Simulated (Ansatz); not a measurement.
Stepwise reaction of `F[SiH2][SiH3]` with hydrogen chloride, as a gas-phase model of exchange steps in deposition or etching. ΔE in kJ/mol; ΔG adds harmonic PBE0-D4 terms to CCSD(T)/CBS, at 1 bar.

Program: Ansatz. Geometries: PBE0-D4/def2-TZVP. ΔE: electronic, gas phase. CCSD(T)/CBS is the MP2 limit (def2-TZVPP, def2-QZVPP) plus CCSD(T) − MP2 in def2-TZVPP, frozen cores. This one scheme is used for every species. DFT in def2-TZVPP. B3LYP here is the variant with VWN-RPA as its local correlation; programs differ in this.

| step | reaction | PBE-D4 | B3LYP-D4 | ωB97M-V | CCSD(T)/CBS | ΔG(400 K) |
| --- | --- | --- | --- | --- | --- | --- |
| 1 | `F[SiH2][SiH3]` + HCl → `F[SiH]([SiH3])Cl` + H₂ | -88.3 | -86.8 | -88.4 | -87.0 | -82.2 |
| 2 | `F[SiH]([SiH3])Cl` + HCl → `F[Si]([SiH3])(Cl)Cl` + H₂ | -89.2 | -87.3 | -88.7 | -86.5 | -81.5 |

Question: By hand: ΔE of the 2 steps together at CCSD(T)/CBS.

Answer: (-87.0) + (-86.5) = -173.5 kJ/mol, or -86.8 kJ/mol a step.

In ΔE the steps differ by no more than 0.5 kJ/mol. All are downhill at CCSD(T)/CBS. ΔG lies between -82.2 and -81.5 kJ/mol a step. PBE-D4 differs from CCSD(T)/CBS by -2.7 to -1.3 kJ/mol a step. Isolated molecules leave out the surface, adducts and barriers. Largest T1 diagnostic: 0.012.
